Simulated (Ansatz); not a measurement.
Stepwise reaction of `[CH3][Al]([C]#N)[C]#N` with hydrogen, as a gas-phase model of exchange steps in deposition or etching. ΔE in kJ/mol.

Calculated with Ansatz (gas phase, PBE0-D4/def2-TZVP geometries, no zero-point term in ΔE). CCSD(T)/CBS adds triple-zeta CCSD(T) − MP2 to the extrapolated MP2 energy (def2 sets, frozen cores). This one scheme is used for every species. Functionals use def2-TZVPP. B3LYP here is the variant with VWN-RPA as its local correlation; programs differ in this.

| step | reaction | PBE-D4 | B3LYP-D4 | ωB97M-V | CCSD(T)/CBS |
| --- | --- | --- | --- | --- | --- |
| 1 | `[CH3][Al]([C]#N)[C]#N` + H₂ → `[CH3][AlH][C]#N` + `C#N` | 47.8 | 47.9 | 47.1 | 49.3 |

Q: Give the row of step 2, `[CH3][AlH][C]#N` + H₂ → `[CH3][AlH2]` + `C#N`. (Estimate.)

A: Ansatz gave: 
```json
{"step": "2", "reaction": "`[CH3][AlH][C]#N` + H₂ → `[CH3][AlH2]` + `C#N`", "PBE-D4": "60.3", "B3LYP-D4": "60.8", "ωB97M-V": "61.4", "CCSD(T)/CBS": "62.7"}
```

Q: By hand: ΔE of the 2 steps together at CCSD(T)/CBS.

A: (49.3) + (62.7) = 112.0 kJ/mol, or 56.0 kJ/mol a step.

In ΔE each step is higher than the one before. All are uphill at CCSD(T)/CBS. PBE-D4 differs from CCSD(T)/CBS by -2.4 to -1.5 kJ/mol a step. Isolated molecules leave out the surface, adducts and barriers. Largest T1 diagnostic: 0.014.
